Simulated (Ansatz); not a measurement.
Geometry optimisation, Ansatz, RKS BLYP-D4/def2-SVP.

input.yaml

```yaml
crystal:
  periodic: [false, false, false]
  atoms:
    - { symbol: O, position_ang: [0.255, -1.24063, 0.55735] }
    - { symbol: Se, position_ang: [1.51423, 0.03345, 1.26806] }
    - { symbol: In, position_ang: [-0.23518, 0.51142, -0.34] }
    - { symbol: H, position_ang: [-1.53406, 0.69576, -1.48541] }
basis:
  gaussian: { orbitals: def2-SVP }
hamiltonian:
  xc: blyp
  dispersion: d4
relax:
  f_tol: 0.02
  max_steps: 40
scf:
  lower_state_search: "off"
```

Run as:

```bash
$ ansatz run input.yaml --threads 1 --pin off --max-ram 2048MiB --backend cpu --events-out ev --progress --plain --runs-dir out
```

Where does it end, and by what steps?

It converged. After 6 steps the energy has fallen by 0.159 eV; In3 moved furthest, 0.23 Å.

```csv
step,energy less start (eV),largest force component (eV/Å),accepted
0,0.0000,1.478,yes
1,-0.1056,0.502,yes
2,-0.1434,0.273,yes
3,-0.1557,0.191,yes
4,-0.1586,0.078,yes
5,-0.1590,0.038,yes
6,-0.1591,0.002,yes
```

```xyz
4
Properties=species:S:1:pos:R:3
O 0.304 -1.352 0.629
Se 1.540 0.149 1.258
In -0.351 0.314 -0.382
H -1.493 0.889 -1.505
```

Whether the end is a true minimum wasn't checked by a vibrational analysis.

The run took 12 s on 1 thread of Arm Neoverse V2, with other jobs on the host, peak memory 0.11 GiB.
